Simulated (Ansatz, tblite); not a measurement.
Removing an electron: GeHMe2(NHEt) (C4H13GeN). Charge 0, multiplicity 1. Geometry: r2SCAN-D4/def2-SVP. Ansatz, gas phase; energy differences of separate SCF runs; the oxidised species was run as a doublet alone.

Cartesian coordinates in Å:
```
Ge 0.1870 0.3148 1.1585
H 1.6957 0.5440 1.3901
C -0.7161 2.0540 1.0690
H -1.7976 1.9205 0.9079
H -0.3158 2.6606 0.2419
H -0.5720 2.6161 2.0057
C -0.6037 -0.7970 2.5500
H -0.4937 -0.3228 3.5372
H -0.1152 -1.7824 2.5777
H -1.6789 -0.9447 2.3614
N 0.0668 -0.6510 -0.4099
C 0.5649 -0.0914 -1.6562
C 0.7575 -1.1683 -2.7157
H -0.8363 -1.1080 -0.5389
H -0.0831 0.7135 -2.0727
H 1.5386 0.3900 -1.4476
H 1.4461 -1.9464 -2.3516
H 1.1587 -0.7457 -3.6510
H -0.2028 -1.6559 -2.9559
```

The xTB rows come from tblite. HSE06 is defined as in plane-wave codes, on full-range PBE exchange.

Estimate orbital energies and vertical ionisation energies at: GFN1-xTB; GFN2-xTB; PBE-D4/def2-TZVP; PBE0-D4/def2-TZVP; HSE06-D4/def2-TZVP.


| level | −HOMO (eV) | vertical IE (eV) | −LUMO (eV) | HOMO–LUMO gap (eV) |
| --- | --- | --- | --- | --- |
| GFN1-xTB | 10.40 | 13.49 | 4.64 | 5.76 |
| GFN2-xTB | 9.55 | 12.78 | 2.03 | 7.52 |
| PBE-D4/def2-TZVP | 4.97 | 8.05 | -0.16 | 5.12 |
| PBE0-D4/def2-TZVP | 6.32 | 8.21 | -0.95 | 7.27 |
| HSE06-D4/def2-TZVP | 5.92 | 8.19 | -0.59 | 6.50 |

Relaxing the oxidised species (r2SCAN-D4/def2-SVP) changes its energy by -0.46 eV at PBE-D4/def2-TZVP, so the adiabatic ionisation energy to this nearest minimum is 7.59 eV. At PBE0-D4/def2-TZVP it is 7.67 eV.   Raw xTB energy differences between charge states are shifted by several eV; the methods need an empirical correction for them.
